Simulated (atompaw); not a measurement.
hafnium: one change to a PAW (atompaw) potential, before and after

```
Element                 : Hf (Z = 72)
Generator               : atompaw 4.2.0.5
Type                    : PAW
Functional              : PBE
Relativity              : scalar-relativistic
Frozen core             : [Xe] 4f14
Valence charge          : 4
Reference configuration : 5d2 6s1 6p1
Partial waves           : 6s (bound): rc 3.00 bohr; 6s channel at 1.05 Ry: rc 3.00 bohr; 6p (bound): rc 3.00 bohr; 6p channel at 0.35 Ry: rc 3.00 bohr; 5d (bound): rc 2.00 bohr; 5d channel at 2.45 Ry: rc 3.00 bohr
Local potential         : bessel scheme, radius 2.00 bohr
Core correction         : smooth core density matched at 2.85 bohr
Augmentation charge     : sinc compensation charge, radius 2.30 bohr; PAW radius 3.00 bohr; waves and projectors: custom polynom gramschmidtortho
```

All-electron outer shells of the reference configuration (PBE, scalar-relativistic, ld1.x):

```
shell  level (eV)  outermost node (bohr)  outermost maximum (bohr)
   5p      -37.04                   0.60                      1.16
   4f      -18.30                      –                      0.45
   6s       -6.00                   1.36                      2.85
   5d       -3.88                   0.67                      1.67
   6p       -2.06                   1.65                      3.95
```

Change: all radii scaled by about 1.29 (s 3.86, p 3.86, d 2.58 bohr); local potential bessel scheme, radius 2.58 bohr; augmentation sinc compensation charge, radius 2.96 bohr; PAW radius 3.86 bohr; waves and projectors: custom polynom gramschmidtortho; core correction smooth core density matched at 3.68 bohr.

Cutoffs: the cutoffs (Ry, on a coarse ladder) from which the occupation-weighted sum of valence levels, in a spherical-Bessel basis at the reference potential, stays within 10 and 1 mRy of its value at 400 Ry; they do not see the model core or the augmentation charge, which bear on the density cutoff.

**Question.** What does the change do?

**Answer.** The potential gets softer (18 Ry and 25 Ry → 12 Ry and 21 Ry); the bound ghost in p, s disappears. A larger radius leaves more room for a smooth pseudo-wave, so fewer plane waves are needed.

| quantity | base | changed |
| --- | --- | --- |
| cutoff, loose | 18 Ry | 12 Ry |
| cutoff, tight | 25 Ry | 21 Ry |
| loose cutoff by channel (10 mRy a level) | s 6 Ry, p 6 Ry, d 18 Ry | s 6 Ry, p 6 Ry, d 12 Ry |
| bound ghosts | s, p | none |
| lowest overlap eigenvalue by channel | s 0.05, p 0.58, d 0.65 | s 0.03, p 0.31, d 0.57 |

 A true bound ghost makes a file unfit for plane-wave use even where its test errors are small: the radial tests pick states by their node count and pass the ghost by. The cutoffs see the waves, projectors and local potential, not the compensation charge or the core.
